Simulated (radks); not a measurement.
Isoelectronic series with 38 electrons, each ion in its NIST ground configuration. Calculated with a radial shooting solver on a logarithmic mesh with Libxc functionals: scalar-relativistic Kohn-Sham, PBE, spin-polarised, spherical densities, point nucleus; open shells are filled with parallel spins first (spin-orbit coupling, left out, can overturn this in heavy ions). Total energies (hartree) and orbital eigenvalues (eV) (* marks an orbital that is empty in some or all of the ions):

ion    configuration  E (hartree)        5s*         4p
Sr          [Kr] 5s2  -3179.49289    -3.5262   -22.8221
Zr2+        [Kr] 4d2  -3597.82113   -16.4626   -47.4584
Nb3+        [Kr] 4d2  -3817.97517   -26.0160   -65.3079
Mo4+        [Kr] 4d2  -4045.39802   -37.0984   -85.4594
Tc5+        [Kr] 4d2  -4280.10572   -49.5966  -107.7288
Ru6+        [Kr] 4d2  -4522.12046   -63.4473  -132.0193
Rh7+        [Kr] 4d2  -4771.46859   -78.6098  -158.2721
Pd8+        [Kr] 4d2  -5028.17958   -95.0566  -186.4480
Ag9+        [Kr] 4d2  -5292.28552  -112.7680  -216.5198
Cd10+       [Kr] 4d2  -5563.82077  -131.7301  -248.4679
In11+       [Kr] 4d2  -5842.82177  -151.9327  -282.2780
Sn12+       [Kr] 4d2  -6129.32693  -173.3686  -317.9395
Sb13+       [Kr] 4d2  -6423.37656  -196.0330  -355.4447
Te14+       [Kr] 4d2  -6725.01278  -219.9226  -394.7880
I15+        [Kr] 4d2  -7034.27953  -245.0359  -435.9657
